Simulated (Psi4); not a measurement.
GaI$_{3}$, singlet, geometry from GFN2-xTB (such geometries of metal compounds can be far from the true shape) (core potentials on I).

Psi4 was given this input:
```
memory 2 GB

molecule mol {
0 1
  Ga    0.000000    0.000000   -0.000000
  I    -2.059714   -1.430075   -0.046663
  I     0.015673    2.214894   -1.176313
  I     2.044041   -0.784819    1.222976
}

set basis def2-sv(p)
set reference rks

energy('pbe0')
print_variables()
```

Task: Predict the number of basis functions from PBE0/def2-SV(P) (Psi4).

Result: 110

Task: What nuclear repulsion energy does PBE0/def2-SV(P) give?

Result: 718.9945 Eh

Task: Give the dipole moment at the level PBE0/def2-SV(P).

Result: 0.00 D
